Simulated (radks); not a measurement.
Results of a calculation; reference values are marked as such.
The technetium ion Tc2+ inside a hard spherical wall (all orbitals vanish at R), configuration held at [Kr] 4d5 and not refilled when levels cross. Level of theory: scalar-relativistic Kohn-Sham, LDA (Slater exchange, VWN5 correlation), spin-polarised, spherical densities, finite nucleus; open shells are filled with parallel spins first (spin-orbit coupling, left out, can overturn this in heavy ions); Fermi nuclear charge, rms radius 4.4112 fm (a radial shooting solver on a logarithmic mesh with Libxc functionals). Eigenvalues in eV for spin up, with the zero of energy where the potential of the charges vanishes at infinity; a dash marks a level that is unbound or too diffuse for the functional's potential to be trusted. A positive occupied level is held by the wall or, in an anion where self-interaction has pushed it up, behind a barrier. The pressure on the wall is -dE/dV.

[
 {"R (bohr)": "free", "E (hartree)": "-4280.49455", "kinetic (hartree)": "4418.555", "e(3d)": "-266.36", "e(4s)": "-90.779", "e(4p)": "-62.879", "e(4d)": "-23.911", "e(5s, empty)": "-19.378", "e(5p, empty)": "-13.673", "pressure (GPa)": "0"},
 {"R (bohr)": "12", "E (hartree)": "-4280.49455", "kinetic (hartree)": "4418.555", "e(3d)": "-266.36", "e(4s)": "-90.779", "e(4p)": "-62.879", "e(4d)": "-23.911", "e(5s, empty)": "-19.378", "e(5p, empty)": "-13.673", "pressure (GPa)": "< 0.0001"},
 {"R (bohr)": "10", "E (hartree)": "-4280.49455", "kinetic (hartree)": "4418.555", "e(3d)": "-266.36", "e(4s)": "-90.779", "e(4p)": "-62.879", "e(4d)": "-23.911", "e(5s, empty)": "-19.378", "e(5p, empty)": "-13.672", "pressure (GPa)": "< 0.0001"},
 {"R (bohr)": "7", "E (hartree)": "-4280.49446", "kinetic (hartree)": "4418.556", "e(3d)": "-266.35", "e(4s)": "-90.772", "e(4p)": "-62.873", "e(4d)": "-23.905", "e(5s, empty)": "-19.351", "e(5p, empty)": "-13.538", "pressure (GPa)": "0.0100"},
 {"R (bohr)": "5", "E (hartree)": "-4280.48700", "kinetic (hartree)": "4418.626", "e(3d)": "-266.04", "e(4s)": "-90.503", "e(4p)": "-62.616", "e(4d)": "-23.652", "e(5s, empty)": "-18.496", "e(5p, empty)": "-11.702", "pressure (GPa)": "1.50"},
 {"R (bohr)": "4", "E (hartree)": "-4280.43295", "kinetic (hartree)": "4418.999", "e(3d)": "-264.67", "e(4s)": "-89.389", "e(4p)": "-61.559", "e(4d)": "-22.511", "e(5s, empty)": "-15.093", "e(5p, empty)": "-6.416", "pressure (GPa)": "18.8"},
 {"R (bohr)": "3", "E (hartree)": "-4279.97414", "kinetic (hartree)": "4421.496", "e(3d)": "-258.38", "e(4s)": "-84.701", "e(4p)": "-57.014", "e(4d)": "-16.860", "e(5s, empty)": "1.347", "e(5p, empty)": "14.932", "pressure (GPa)": "303"}
]
